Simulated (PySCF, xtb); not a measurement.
CH₃Cl₂Ga, SMILES [Ga]([CH3])([Cl])[Cl].

GFN2-xTB run with xtb 6.7.1 at its own geometry gives an orbital gap of 4.33 eV and a dipole moment of 2.81 D.

Geometry optimised at PBE-D3(BJ)/def2-SVP. The structure was generated by enumeration; whether it is a known compound was not checked.

What does PySCF with M06-2X/def2-TZVP give? (Estimate from the structure and the level; the computed values follow.)

gap 9.28 eV (levels -10.03 and -0.76 eV), dipole 2.87 D.
